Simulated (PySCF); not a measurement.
PySCF job for C4H10Si2, SMILES C#C[SiH2][SiH2]CC, PBE-D3(BJ)/def2-SVP. The structure is a stationary point at PBE-D3(BJ)/def2-SVP. The structure was generated by enumeration, and PubChem lists no compound with its InChIKey, so it may never have been made. Other conformers were not sampled.

```python
import numpy as np
from pyscf import gto, scf, dft, df
from pyscf.hessian import thermo

mol = gto.M(
    atom='''
    C     2.41083198    0.70747773   -1.57999835
    C     1.83499114    0.73512777   -0.49369638
    Si    0.88697165    0.69498322    1.08534697
    Si   -0.71109697   -1.02795863    0.87286495
    C    -1.47020977   -0.95160678   -0.87007695
    C    -2.10446968    0.40140143   -1.21676956
    H     2.92924917    0.69381470   -2.52997860
    H     1.83618421    0.46565597    2.23079618
    H     0.23013918    2.03624290    1.28267390
    H    -0.03419305   -2.35543595    1.10229451
    H    -1.77035224   -0.85236105    1.93385726
    H    -0.65404090   -1.19426889   -1.58477829
    H    -2.21248135   -1.77494770   -0.95415105
    H    -2.55346494    0.39414007   -2.23145619
    H    -1.35238177    1.21778792   -1.19883053
    H    -2.90776606    0.67662714   -0.50214635
    ''',
    basis='def2-SVP',
    charge=0,
    spin=0,
    max_memory=1600,
    verbose=3,
)
mf = dft.RKS(mol, xc='pbe').density_fit(auxbasis='def2-universal-jkfit')
mf.disp = 'd3bj'
mf.grids.level = 3
mf.conv_tol = 1e-11
mf.max_cycle = 100
mf.kernel()

# [left out here: the lines that compute and print the analytic Hessian (its translational invariance restored by hand, since the grid's response is missing), thermochemistry and intensities]
```

Output:

```
[...]
      13   H                -0.05  0.15  0.01   -0.02  0.27 -0.06   -0.20  0.04  0.06
      14   H                 0.13 -0.23  0.19    0.06 -0.13  0.13   -0.14  0.21  0.09
      15   H                 0.19 -0.23  0.17    0.10  0.14  0.08    0.08 -0.26  0.05
Mode                                27                  28                  29
Irrep
Freq [cm^-1]                     1346.1984           1379.3848           1421.4188
Reduced mass [au]                   1.2086              1.1029              1.0417
Force const [Dyne/A]                1.2905              1.2364              1.2400
Char temp [K]                    1936.8798           1984.6276           2045.1051
Normal mode                   x     y     z       x     y     z       x     y     z
       0   C                -0.00  0.00  0.00   -0.00 -0.00 -0.00   -0.00  0.00 -0.00
       1   C                -0.00  0.00 -0.00    0.00  0.00 -0.00    0.00 -0.00 -0.00
       2  Si                 0.00 -0.00  0.00   -0.00 -0.00  0.00   -0.00  0.00  0.00
       3  Si                -0.00 -0.00 -0.00    0.00  0.00  0.00    0.00  0.00  0.00
       4   C                -0.00 -0.01 -0.01   -0.02  0.08  0.02   -0.01 -0.00 -0.02
       5   C                 0.05 -0.11  0.03    0.02 -0.03  0.02   -0.02 -0.02 -0.04
       6   H                 0.00 -0.00  0.00    0.00  0.00  0.00    0.00 -0.00  0.00
       7   H                 0.00  0.00  0.00    0.00  0.00 -0.00    0.00 -0.00 -0.00
       8   H                 0.00  0.00 -0.00   -0.00  0.00 -0.00   -0.00  0.00 -0.00
       9   H                 0.01  0.00  0.01    0.00  0.01  0.01   -0.00 -0.00 -0.01
      10   H                 0.01  0.01 -0.00   -0.00 -0.01 -0.00   -0.00 -0.00  0.00
      11   H                 0.08  0.14  0.05   -0.29 -0.58 -0.09    0.03 -0.01  0.02
      12   H                -0.09  0.07  0.12    0.42 -0.31 -0.38    0.01 -0.03  0.04
      13   H                -0.13  0.46  0.09   -0.01  0.07  0.03    0.15 -0.38 -0.09
      14   H                -0.38  0.31 -0.12   -0.10  0.09 -0.04   -0.27  0.22  0.50
      15   H                -0.05  0.42 -0.28   -0.02  0.12 -0.08    0.40  0.42  0.27
Mode                                30                  31                  32
Irrep
Freq [cm^-1]                     1428.0401           2075.0146           2135.1762
Reduced mass [au]                   1.0336              5.9133              1.0332
Force const [Dyne/A]                1.2419             15.0011              2.7753
Char temp [K]                    2054.6318           2985.4839           3072.0431
Normal mode                   x     y     z       x     y     z       x     y     z
       0   C                -0.00 -0.00  0.00    0.08 -0.00 -0.15    0.00  0.00 -0.00
       1   C                -0.00  0.00  0.00   -0.10  0.00  0.19   -0.00  0.00  0.00
       2  Si                 0.00 -0.00  0.00    0.00 -0.00 -0.01    0.00  0.00  0.00
       3  Si                -0.00 -0.00 -0.00    0.00  0.00 -0.00    0.02  0.01 -0.02
       4   C                -0.02 -0.01  0.01   -0.00 -0.00  0.00    0.00  0.00  0.00
       5   C                -0.04 -0.01  0.02    0.00 -0.00 -0.00   -0.00 -0.00 -0.00
       6   H                -0.00  0.00 -0.00    0.14 -0.01 -0.27    0.00 -0.00 -0.00
       7   H                 0.00  0.00  0.00    0.02 -0.00  0.02   -0.09  0.03 -0.12
       8   H                 0.00 -0.00 -0.00   -0.01  0.03 -0.00    0.09 -0.16 -0.02
       9   H                 0.01  0.00 -0.00   -0.00  0.00 -0.00    0.16 -0.29  0.04
      10   H                -0.00  0.00  0.00   -0.00  0.00  0.00   -0.63  0.11  0.63
      11   H                -0.03  0.05 -0.02   -0.00 -0.00 -0.00   -0.00 -0.00 -0.01
      12   H                 0.03 -0.05  0.01   -0.00 -0.00 -0.00    0.00  0.00  0.00
      13   H                 0.58  0.23 -0.25    0.00  0.00 -0.00   -0.00  0.00  0.00
      14   H                -0.19  0.16 -0.47   -0.00  0.00  0.00   -0.00 -0.00  0.00
      15   H                 0.25 -0.17  0.37    0.00  0.00  0.00    0.00  0.00 -0.00
Mode                                33                  34                  35
Irrep
Freq [cm^-1]                     2146.8128           2151.3983           2158.5497
Reduced mass [au]                   1.0434              1.0397              1.0480
Force const [Dyne/A]                2.8333              2.8354              2.8769
Char temp [K]                    3088.7857           3095.3831           3105.6724
Normal mode                   x     y     z       x     y     z       x     y     z
       0   C                 0.00  0.00 -0.00   -0.00  0.00  0.01   -0.00  0.00  0.00
       1   C                -0.00  0.00  0.00    0.00 -0.00 -0.01    0.00 -0.00 -0.00
       2  Si                -0.01  0.02  0.00    0.00 -0.02 -0.01   -0.02  0.01 -0.02
       3  Si                 0.01 -0.02  0.00    0.02 -0.02 -0.01   -0.01  0.01 -0.00
       4   C                 0.00 -0.00 -0.00    0.00 -0.00 -0.00   -0.00  0.00  0.00
       5   C                 0.00  0.00  0.00    0.00  0.00  0.00   -0.00 -0.00 -0.00
       6   H                 0.00 -0.00 -0.01   -0.01  0.00  0.01   -0.00  0.00  0.00
       7   H                 0.03  0.00  0.04    0.27 -0.08  0.33    0.54 -0.13  0.66
       8   H                 0.27 -0.56 -0.08   -0.29  0.58  0.08    0.13 -0.28 -0.05
       9   H                -0.33  0.65 -0.11   -0.20  0.39 -0.07    0.15 -0.29  0.05
      10   H                -0.10  0.01  0.11   -0.26  0.04  0.26    0.03 -0.00 -0.03
      11   H                 0.00 -0.00 -0.00    0.00 -0.00 -0.00   -0.00  0.00  0.00
      12   H                -0.00 -0.00  0.00   -0.00  0.00 -0.00    0.00  0.00 -0.00
      13   H                 0.00 -0.00  0.00   -0.00  0.00  0.00   -0.00  0.00  0.00
      14   H                 0.00  0.00  0.00   -0.00 -0.00 -0.00    0.00 -0.00  0.00
      15   H                -0.00  0.00 -0.00   -0.00  0.00 -0.00    0.00 -0.00  0.00
Mode                                36                  37                  38
Irrep
Freq [cm^-1]                     2962.6944           2973.7358           3024.6604
Reduced mass [au]                   1.0368              1.0603              1.1026
Force const [Dyne/A]                5.3620              5.5246              5.9433
Char temp [K]                    4262.6576           4278.5437           4351.8129
Normal mode                   x     y     z       x     y     z       x     y     z
       0   C                -0.00  0.00  0.00    0.00  0.00  0.00   -0.00  0.00  0.00
       1   C                -0.00  0.00 -0.00   -0.00 -0.00 -0.00    0.00  0.00  0.00
       2  Si                 0.00 -0.00  0.00   -0.00 -0.00  0.00   -0.00 -0.00 -0.00
       3  Si                -0.00 -0.00 -0.00   -0.00  0.00 -0.00    0.00  0.00 -0.00
       4   C                -0.00  0.00  0.00   -0.00  0.05  0.04    0.07  0.03 -0.03
       5   C                 0.02 -0.04  0.01   -0.00 -0.00 -0.01   -0.03 -0.01  0.01
       6   H                 0.00 -0.00 -0.00   -0.00  0.00  0.00   -0.00  0.00  0.00
       7   H                 0.00  0.00  0.00   -0.00  0.00 -0.00   -0.00 -0.00 -0.00
       8   H                -0.00  0.00 -0.00    0.00 -0.00 -0.00   -0.00  0.00 -0.00
       9   H                 0.00  0.00  0.00    0.00 -0.00  0.00   -0.00 -0.00  0.00
      10   H                 0.00  0.00  0.00    0.00 -0.00 -0.00   -0.00  0.00  0.00
      11   H                 0.03 -0.01 -0.02    0.49 -0.13 -0.42   -0.47  0.14  0.42
      12   H                -0.02 -0.02 -0.00   -0.48 -0.51 -0.04   -0.41 -0.45 -0.05
      13   H                -0.22 -0.02 -0.51    0.04  0.00  0.09   -0.00 -0.00  0.01
      14   H                 0.40  0.41  0.01    0.00  0.01 -0.00    0.17  0.18  0.01
      15   H                -0.41  0.13  0.37   -0.00  0.00 -0.00    0.17 -0.06 -0.15
Mode                                39                  40                  41
Irrep
Freq [cm^-1]                     3047.2257           3052.1618           3390.3632
Reduced mass [au]                   1.1031              1.1034              1.1553
Force const [Dyne/A]                6.0352              6.0559              7.8241
Char temp [K]                    4384.2794           4391.3812           4877.9778
Normal mode                   x     y     z       x     y     z       x     y     z
       0   C                 0.00  0.00 -0.00   -0.00  0.00  0.00    0.05 -0.00 -0.09
       1   C                -0.00  0.00  0.00    0.00 -0.00 -0.00   -0.01  0.00  0.02
       2  Si                 0.00 -0.00  0.00   -0.00  0.00 -0.00    0.00  0.00 -0.00
       3  Si                 0.00 -0.00  0.00    0.00  0.00 -0.00    0.00  0.00  0.00
       4   C                -0.01 -0.01 -0.00    0.03  0.01 -0.01   -0.00 -0.00 -0.00
       5   C                -0.03 -0.03 -0.07    0.07  0.02 -0.04    0.00  0.00  0.00
       6   H                -0.00 -0.00  0.00   -0.00  0.00 -0.00   -0.44  0.01  0.81
       7   H                -0.00  0.00 -0.00   -0.00 -0.00  0.00   -0.00  0.00 -0.00
       8   H                -0.00  0.00 -0.00    0.00 -0.00  0.00    0.00 -0.00  0.00
       9   H                 0.00  0.00  0.00   -0.00 -0.00  0.00   -0.00 -0.00 -0.00
      10   H                 0.00  0.00 -0.00   -0.00  0.00  0.00   -0.00 -0.00 -0.00
      11   H                -0.01  0.00  0.01   -0.18  0.06  0.16   -0.00  0.00  0.00
      12   H                 0.07  0.08  0.01   -0.15 -0.16 -0.02   -0.00  0.00 -0.00
      13   H                 0.31  0.01  0.70    0.06  0.01  0.10   -0.00  0.00 -0.00
      14   H                 0.32  0.34 -0.01   -0.37 -0.41 -0.02   -0.00 -0.00  0.00
      15   H                -0.22  0.06  0.17   -0.49  0.17  0.45   -0.00  0.00  0.00
temperature 298.1500 [K]
pressure 101325.00 [Pa]
Rotational constants [GHz] 2.60792 1.46283 1.13689
Symmetry number 1
Zero-point energy (ZPE) 0.11530 [Eh]   302725.835 [J/mol]
                           tot       elec      trans        rot        vib
Entropy [J/mol/K]       413.055      0.000    167.846    120.063    125.146
Cv [J/mol/K]            150.100      0.000     12.472     12.472    125.156
Cp [J/mol/K]            158.414      0.000     20.786     12.472    125.156
Internal energy [J/mol]                      3718.434   3718.434 321843.746
Internal energy [Eh]   -736.42778  -736.55320
Enthalpy [J/mol]                             6197.391   3718.434 321843.746
Enthalpy [Eh]          -736.42684
Gibbs free energy [J/mol]                  -43845.996 -32078.229 284531.367
Gibbs free energy [Eh] -736.47375
mode   freq/cm-1   IR/(km/mol)
   1       31.79         0.030
   2       71.01         0.063
   3       76.34         0.102
   4      140.52         0.361
   5      215.94         0.059
   6      229.95         4.663
   7      254.36         3.713
   8      305.84        15.217
   9      382.70        21.170
  10      407.59         5.865
  11      518.47         2.239
  12      605.27        16.806
  13      616.87         2.673
  14      624.59        10.626
  15      679.24        15.061
  16      687.32        27.972
  17      697.31        32.011
  18      716.72        57.500
  19      746.28       288.980
  20      777.01        37.452
  21      887.66        49.408
  22      898.45        98.656
  23      950.25        12.127
  24      959.09         5.870
  25     1031.25         6.483
  26     1200.42         3.295
  27     1206.71         2.177
  28     1346.20         2.551
  29     1379.38         5.630
  30     1421.42         2.150
  31     1428.04         5.389
  32     2075.01        16.564
  33     2135.18        84.858
  34     2146.81         8.311
  35     2151.40       132.524
  36     2158.55       119.970
  37     2962.69        23.120
  38     2973.74         9.271
  39     3024.66         0.412
  40     3047.23        19.950
  41     3052.16        17.228
  42     3390.36        56.932
max |gradient| / (hartree/bohr): 3.286747833342263e-05
APT charges: [-0.2257 -0.421   0.8655  0.7633 -0.2207  0.0545  0.2101 -0.2349 -0.2378
 -0.2474 -0.2502 -0.0012 -0.0207 -0.0283  0.0011 -0.0066]
```

The run converged.
